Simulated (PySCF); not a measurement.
**Electronic structure of C (carbon, neutral) at the UHF level**

Configuration: [He] 2s1 2p3, high-spin 5S determinant (an excited configuration). All numbers are calculated (PySCF 2.14, the spin-free X2C one-electron Hamiltonian (Gaussian nucleus), in x2c-TZVPPall with one added diffuse shell each of s, p, d type (6s4p3d1f, 40 functions)).

* Total energy: -37.612553 hartree
* One-electron energy: -50.2675 hartree
* Hartree (Coulomb) energy: 17.9175 hartree
* Exchange energy: -5.2626 hartree
* ⟨S²⟩: 6.0000
* ⟨L²⟩: 0.000
* Sum of ⟨r⟩: 7.074 bohr
* Sum of ⟨r²⟩: 13.55 bohr²
* Langevin diamagnetic susceptibility: -10.7 ×10⁻⁶ cm³/mol

```json
{"shell": "1s α", "electrons": "1", "mean orbital energy (eV)": "-308.84", "rms radius, mean of both spins (bohr)": "0.312"}
{"shell": "1s β", "electrons": "1", "mean orbital energy (eV)": "-305.57", "rms radius, mean of both spins (bohr)": "0.312"}
{"shell": "2s α", "electrons": "1", "mean orbital energy (eV)": "-25.624", "rms radius, mean of both spins (bohr)": "1.67"}
{"shell": "2p α", "electrons": "3", "mean orbital energy (eV)": "-13.032", "rms radius, mean of both spins (bohr)": "1.88"}
```

Spin-orbit constants ζ (cm⁻¹) from the X2C one-electron operator on these orbitals: bare nucleus, nucleus screened by l(l+1)(2l+1)/3 electrons, and screened by the Breit-Pauli mean field of the electrons.

| shell | bare | screened nucleus | mean field |
| --- | --- | --- | --- |
| 2p | 60.43 | 40.28 | 32.23 |
